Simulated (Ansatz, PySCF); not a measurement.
Molecule: GaF, charge 0, multiplicity 1. 
Structure (B3LYP-D3(BJ)/def2-TZVP (Ansatz, an electronic-structure program) minimum search):
```xyz
2

Ga     0.0000     0.0000    -0.4051
F      0.0000     0.0000     1.3954
```
Charge 0, spin multiplicity 1.

Total electronic energies in hartree. Cores are frozen in the correlated levels unless marked. Spin-orbit coupling is left out. Frozen are the shells of the preceding noble gas and the d and f shells that filled before the atom's block. No relativistic terms. CBS marks a two-point X^-3 extrapolation of the correlation energy; Hartree-Fock from the larger set (for Q and 5 zeta extrapolated as (X+1)exp(-9√X)). The bracket is a focal-point correction in the basis named.

```
level                                                                 program  energy (Eh)
-------------------------------------------------------------  --------------  -----------
HF/cc-pVDZ                                                             Ansatz  -2022.71437
HF/def2-TZVPPD                                                         Ansatz  -2022.79103
HF-D3(BJ)/def2-TZVPD                                            PySCF + dftd3  -2022.79647
PBE/def2-TZVPD                                                          PySCF  -2024.41785
r2SCANh-D4/def2-TZVPD                                          Ansatz + dftd4            ?
SCS-MP2/def2-TZVPP                                                     Ansatz  -2023.09541
SCS-MP2/def2-TZVPPD                                                    Ansatz  -2023.09971
SCS-MP2/aug-cc-pVQZ                                                    Ansatz  -2023.17576
SCS-MP2/def2-QZVPP                                                     Ansatz  -2023.17105
CCSD/6-31G                                                             Ansatz  -2022.56810
CCSD(T)/cc-pVTZ                                                        Ansatz  -2023.14800
RI-MP2/CBS(aug-cc-pVTZ,aug-cc-pVQZ)+[CCSD(T)-MP2]/aug-cc-pVDZ          Ansatz   -2023.2119
RI-MP2/CBS(def2-TZVPPD,def2-QZVPPD)+[CCSD(T)-MP2]/def2-SVPD            Ansatz   -2023.2095
RI-MP2/CBS(def2-TZVPP,def2-QZVPP)+[CCSD(T)-MP2]/def2-TZVPP             Ansatz   -2023.2108
CCSD(T)/CBS(cc-pVQZ,cc-pV5Z)                                           Ansatz   -2023.2124
```

Problem. Complete the blanks.

Solution. 
- r2SCANh-D4/def2-TZVPD, energy (Eh): -2024.72609
